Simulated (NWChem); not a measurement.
System: C3H9ClSi; SMILES C[Si](C)(C)Cl

Output (shortened):

```
             Northwest Computational Chemistry Package (NWChem) 7.3.0
             --------------------------------------------------------

                             Geometry "geometry" -> ""
                             -------------------------

 Output coordinates in angstroms (scale by  1.889725989 to convert to a.u.)

  No.       Tag          Charge          X              Y              Z
 ---- ---------------- ---------- -------------- -------------- --------------
    1 C                    6.0000     0.83238300    -1.58124000     0.89851400
    2 Si                  14.0000     0.00000000     0.00000000     0.34184800
    3 C                    6.0000     0.95320300     1.51148400     0.89851400
    4 C                    6.0000    -1.78558500     0.06975600     0.89851400
    5 Cl                  17.0000     0.00000000     0.00000000    -1.75426200
    6 H                    1.0000     0.86137700    -1.63607800     1.99902600
    7 H                    1.0000     0.29055000    -2.46391800     0.52583900
    8 H                    1.0000     1.86665100    -1.63386000     0.52565500
    9 H                    1.0000     0.48163900     2.43349800     0.52565500
   10 H                    1.0000     0.98619700     1.56401300     1.99902600
   11 H                    1.0000     1.98854100     1.48358300     0.52583900
   12 H                    1.0000    -1.84757400     0.07206500     1.99902600
   13 H                    1.0000    -2.34829000    -0.79963700     0.52565500
   14 H                    1.0000    -2.27909100     0.98033600     0.52583900

 Effective nuclear repulsion energy (a.u.)     298.2045206698

                              NWChem Property Module
                              ----------------------

  itol2e modified to match energy
  convergence criterion.

                                 NWChem DFT Module
                                 -----------------

 Summary of "ao basis" -> "ao basis" (spherical)
 ------------------------------------------------------------------------------
       Tag                 Description            Shells   Functions and Types
 ---------------- ------------------------------  ------  ---------------------
 C                           6-31g*                  6       14   3s2p1d
 Si                          6-31g*                  8       18   4s3p1d
 Cl                          6-31g*                  8       18   4s3p1d
 H                           6-31g*                  2        2   2s

  itol2e modified to match energy
  convergence criterion.

            General Information
            -------------------
          SCF calculation type: DFT
          Wavefunction type:  closed shell.
          No. of atoms     :    14
          No. of electrons :    58
           Alpha electrons :    29
            Beta electrons :    29
          Charge           :     0
          Spin multiplicity:     1
          Use of symmetry is: off; symmetry adaption is: off
          Maximum number of iterations: 150
          AO basis - number of functions:    96
                     number of shells:    52
          Convergence on energy requested:  1.00D-07
          Convergence on density requested:  1.00D-05
          Convergence on gradient requested:  5.00D-04

              XC Information
              --------------
                         PBE0 Method XC Functional
                     Hartree-Fock (Exact) Exchange  0.250
          PerdewBurkeErnzerhof Exchange Functional  0.750
            Perdew 1991 LDA Correlation Functional  1.000 local
           PerdewBurkeErnz. Correlation Functional  1.000 non-local

             Grid Information
             ----------------
          Grid used for XC integration:  fine
          Radial quadrature: Mura-Knowles
          Angular quadrature: Lebedev.
          Tag              B.-S. Rad. Rad. Pts. Rad. Cut. Ang. Pts.
          ---              ---------- --------- --------- ---------
          C                   0.70       70          11.0       590
          Si                  1.10      123           8.0       770
          Cl                  1.00      123          11.0       770
          H                   0.35       60          12.0       590
          Grid pruning is: on
          Number of quadrature shells:   996
          Spatial weights used:  Erf1

      Superposition of Atomic Density Guess
      -------------------------------------

 Sum of atomic energies:        -865.73274554

      Non-variational initial energy
      ------------------------------

 Total energy =    -868.364334
 1-e energy   =   -1784.695055
 2-e energy   =     618.126200
 HOMO         =      -0.356267
 LUMO         =       0.098243

   convergence    iter        energy       DeltaE   RMS-Dens  Diis-err
 ---------------- ----- ----------------- --------- --------- ---------
 d= 0,ls=0.0,diis     1   -869.0131212864 -1.17D+03  7.64D-03  3.68D-01
 d= 0,ls=0.0,diis     2   -869.0430271402 -2.99D-02  4.09D-03  8.70D-02
 d= 0,ls=0.0,diis     3   -869.0535472661 -1.05D-02  1.27D-03  1.75D-02
 d= 0,ls=0.0,diis     4   -869.0561304081 -2.58D-03  9.84D-05  9.02D-05
 d= 0,ls=0.0,diis     5   -869.0561405537 -1.01D-05  3.88D-05  1.59D-05
  Resetting Diis
 d= 0,ls=0.0,diis     6   -869.0561427587 -2.21D-06  8.41D-06  7.92D-07
 d= 0,ls=0.0,diis     7   -869.0561428718 -1.13D-07  2.03D-06  9.85D-09
 d= 0,ls=0.0,diis     8   -869.0561428725 -7.27D-10  8.32D-07  5.78D-09

         Total DFT energy =     -869.056142872489
      One electron energy =    -1790.160348740080
           Coulomb energy =      691.372480693080
    Exchange-Corr. energy =      -68.472795495288
 Nuclear repulsion energy =      298.204520669799

 Numeric. integr. density =       57.999996813505

                       DFT Final Molecular Orbital Analysis
                       ------------------------------------

 Vector   27  Occ=2.000000D+00  E=-3.437528D-01
              MO Center=  2.2D-01, -5.9D-02, -2.7D-01, r^2= 4.1D+00
   Bfn.  Coefficient  Atom+Function         Bfn.  Coefficient  Atom+Function
  ----- ------------  ---------------      ----- ------------  ---------------
    68      0.446723   5 Cl py               22      0.280338   2 Si py
     4     -0.237101   1 C  py               72      0.231141   5 Cl py
    36     -0.215609   3 C  py               64     -0.175553   5 Cl py
     8     -0.138454   1 C  py               40     -0.128864   3 C  py
    18     -0.117186   2 Si py               50     -0.103081   4 C  py

[...]

          -----------------------
          Electric field gradient
          -----------------------

 1 a.u. = 0.324123 10**(16) esu/cm**3  ( or statvolts/cm**2 ) = 0.97174 10**(22) v/m**2

 ------------------------------------------------------------
   Atom      X         Y         Z
 ------------------------------------------------------------
    1 C    1.57298  -2.98811   1.69795
 ------------------------------------------------------------

 Electric field gradient in molecular frame (a.u.)
         XX             YY             ZZ             XY             XZ             YZ
 ------------------------------------------------------------------------------------------
       -0.006524       0.039870      -0.033346      -0.033858       0.012091      -0.022956

 Principal components (a.u.) and orientation
 of principal axis w.r.t. absolute frame                      Asymmetry parameter eta
 --------------------------------------------------------------------------------------
        0.064589      -0.040219      -0.024369                       0.245397

       -0.450697      -0.118998       0.884710
        0.855156       0.226760       0.466142
       -0.256087       0.966654      -0.000438

 ------------------------------------------------------------
   Atom      X         Y         Z
 ------------------------------------------------------------
    2 Si   0.00000   0.00000   0.64600
 ------------------------------------------------------------

 Electric field gradient in molecular frame (a.u.)
         XX             YY             ZZ             XY             XZ             YZ
 ------------------------------------------------------------------------------------------
        0.330958       0.330959      -0.661917      -0.000000       0.000001       0.000000

 Principal components (a.u.) and orientation
 of principal axis w.r.t. absolute frame                      Asymmetry parameter eta
 --------------------------------------------------------------------------------------
       -0.661917       0.330959       0.330957                       0.000002

       -0.000001      -0.253350       0.967375
       -0.000000       0.967375       0.253350
        1.000000       0.000000       0.000001

 ------------------------------------------------------------
   Atom      X         Y         Z
 ------------------------------------------------------------
    3 C    1.80129   2.85629   1.69795
 ------------------------------------------------------------

 Electric field gradient in molecular frame (a.u.)
         XX             YY             ZZ             XY             XZ             YZ
 ------------------------------------------------------------------------------------------
       -0.001050       0.034395      -0.033345       0.037018       0.013835       0.021951

 Principal components (a.u.) and orientation
 of principal axis w.r.t. absolute frame                      Asymmetry parameter eta
 --------------------------------------------------------------------------------------
        0.064589      -0.040220      -0.024369                       0.245403

        0.515241      -0.136811       0.846055
        0.817885      -0.216504      -0.533095
        0.256108       0.966648       0.000344

 ------------------------------------------------------------
   Atom      X         Y         Z
 ------------------------------------------------------------
    4 C   -3.37427   0.13182   1.69795
 ------------------------------------------------------------

 Electric field gradient in molecular frame (a.u.)
         XX             YY             ZZ             XY             XZ             YZ
 ------------------------------------------------------------------------------------------
        0.057593      -0.024248      -0.033345      -0.003161      -0.025927       0.001006

 Principal components (a.u.) and orientation
 of principal axis w.r.t. absolute frame                      Asymmetry parameter eta
 --------------------------------------------------------------------------------------
        0.064589      -0.040220      -0.024370                       0.245391

        0.965930       0.255902       0.038644
       -0.037267      -0.010231       0.999253
       -0.256106       0.966649       0.000346

 ------------------------------------------------------------
   Atom      X         Y         Z
 ------------------------------------------------------------
    5 Cl   0.00000   0.00000  -3.31507
 ------------------------------------------------------------

 Electric field gradient in molecular frame (a.u.)
         XX             YY             ZZ             XY             XZ             YZ
 ------------------------------------------------------------------------------------------
        0.948975       0.948991      -1.897965       0.000001      -0.000005       0.000001

 Principal components (a.u.) and orientation
 of principal axis w.r.t. absolute frame                      Asymmetry parameter eta
 --------------------------------------------------------------------------------------
       -1.897965       0.948991       0.948975                       0.000008

        0.000002       0.063164       0.998003
       -0.000000       0.998003      -0.063164
        1.000000       0.000000      -0.000002

 ------------------------------------------------------------
   Atom      X         Y         Z
 ------------------------------------------------------------
    6 H    1.62777  -3.09174   3.77761
 ------------------------------------------------------------

 Electric field gradient in molecular frame (a.u.)
         XX             YY             ZZ             XY             XZ             YZ
 ------------------------------------------------------------------------------------------
        0.143295       0.143022      -0.286316       0.000198      -0.010499       0.019847

 Principal components (a.u.) and orientation
 of principal axis w.r.t. absolute frame                      Asymmetry parameter eta
 --------------------------------------------------------------------------------------
       -0.287488       0.144089       0.143398                       0.002404

        0.024360      -0.468902       0.882914
       -0.046051       0.881712       0.469534
        0.998642       0.052097       0.000115

 ------------------------------------------------------------
   Atom      X         Y         Z
 ------------------------------------------------------------
    7 H    0.54906  -4.65613   0.99369
 ------------------------------------------------------------

 Electric field gradient in molecular frame (a.u.)
         XX             YY             ZZ             XY             XZ             YZ
 ------------------------------------------------------------------------------------------
        0.038265      -0.133136       0.094871      -0.171937      -0.071622      -0.117418

 Principal components (a.u.) and orientation
 of principal axis w.r.t. absolute frame                      Asymmetry parameter eta
 --------------------------------------------------------------------------------------
       -0.288844       0.145298       0.143546                       0.006065

        0.494811       0.577361      -0.649475
        0.800822      -0.593147       0.082829
        0.337412       0.561098       0.755858

 ------------------------------------------------------------
   Atom      X         Y         Z
 ------------------------------------------------------------
    8 H    3.52746  -3.08755   0.99334
 ------------------------------------------------------------

 Electric field gradient in molecular frame (a.u.)
         XX             YY             ZZ             XY             XZ             YZ
 ------------------------------------------------------------------------------------------
       -0.238694       0.143847       0.094848       0.018109       0.137430      -0.007380

 Principal components (a.u.) and orientation
 of principal axis w.r.t. absolute frame                      Asymmetry parameter eta
 --------------------------------------------------------------------------------------
       -0.288906       0.145326       0.143581                       0.006039

        0.940216      -0.163181       0.298940
       -0.045101       0.810357       0.584198
       -0.337578      -0.562755       0.754551

 ------------------------------------------------------------
   Atom      X         Y         Z
 ------------------------------------------------------------
    9 H    0.91017   4.59864   0.99334
 ------------------------------------------------------------

 Electric field gradient in molecular frame (a.u.)
         XX             YY             ZZ             XY             XZ             YZ
 ------------------------------------------------------------------------------------------
        0.063894      -0.158741       0.094847       0.156589      -0.062323       0.122707

 Principal components (a.u.) and orientation
 of principal axis w.r.t. absolute frame                      Asymmetry parameter eta
 --------------------------------------------------------------------------------------
       -0.288904       0.145324       0.143580                       0.006039

       -0.431049       0.620189      -0.655410
        0.836802       0.546497      -0.033218
       -0.337578       0.562767       0.754543

[...]
```

Level: PBE0/6-31G* (spherical d). Structure relaxed at the PBE0/def2-SVP level. NWChem prints the field gradient with the sign opposite to the second derivative of the potential.

Question: Which NWChem input produces such a log?

Answer: One answer among several that fit: the input that was run:
```
start job
memory heap 200 mb stack 900 mb global 1100 mb
geometry units angstroms noautosym nocenter noautoz
  C      0.832383    -1.581240     0.898514
  Si     0.000000     0.000000     0.341848
  C      0.953203     1.511484     0.898514
  C     -1.785585     0.069756     0.898514
  Cl     0.000000     0.000000    -1.754262
  H      0.861377    -1.636078     1.999026
  H      0.290550    -2.463918     0.525839
  H      1.866651    -1.633860     0.525655
  H      0.481639     2.433498     0.525655
  H      0.986197     1.564013     1.999026
  H      1.988541     1.483583     0.525839
  H     -1.847574     0.072065     1.999026
  H     -2.348290    -0.799637     0.525655
  H     -2.279091     0.980336     0.525839
end
basis spherical
  C library 6-31g*
  Si library 6-31g*
  Cl library 6-31g*
  H library 6-31g*
end
dft
  xc pbe0
  iterations 150
end
property
  efieldgrad
end
task dft property
```
